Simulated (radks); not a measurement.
Neutral ytterbium, 70 electrons, occupied as [Xe] 4f14 6s2.

All-electron calculation, scalar-relativistic Kohn-Sham, r2SCAN, spin-polarised, spherical densities, finite nucleus; meta-GGA in the generalised Kohn-Sham scheme; Fermi nuclear charge, rms radius 5.3108 fm. Program: a radial shooting solver on a logarithmic mesh with Libxc functionals.

Energy parts (eV):
| part | energy |
|---|---|
| total | -382581.14 |
| kinetic | 416844.75 |
| electron-nucleus | -941720.33 |
| Hartree | 150274.47 |
| exchange-correlation | -7980.03 |

Orbitals (lengths in bohr, moments of r in powers of bohr; <r^-3> diverges for s and p1/2):
| orbital | occ. | eigenvalue (eV) | <r^2> | <r^-3> |
|---|---|---|---|---|
| 1s | 2 | -61312.64 | 0.0005301 | - |
| 2s | 2 | -10412.00 | 0.008209 | - |
| 2p | 6 | -9173.719 | 0.006716 | 15980 |
| 3s | 2 | -2355.865 | 0.05356 | - |
| 3p | 6 | -1980.730 | 0.05411 | 3496 |
| 3d | 10 | -1523.467 | 0.04512 | 457.7 |
| 4s | 2 | -468.4208 | 0.2689 | - |
| 4p | 6 | -344.7546 | 0.3056 | 786.8 |
| 4d | 10 | -181.1941 | 0.3646 | 87.02 |
| 5s | 2 | -56.5605 | 1.654 | - |
| 5p | 6 | -28.4610 | 2.387 | 94.42 |
| 6s | 2 | -4.0093 | 18.05 | - |
| 4f | 14 | -2.9923 | 0.8756 | 12.28 |

The highest occupied level is 4f at -2.992 eV. The density falls to 0.001 e/bohr^3 at r = 5.09 bohr.
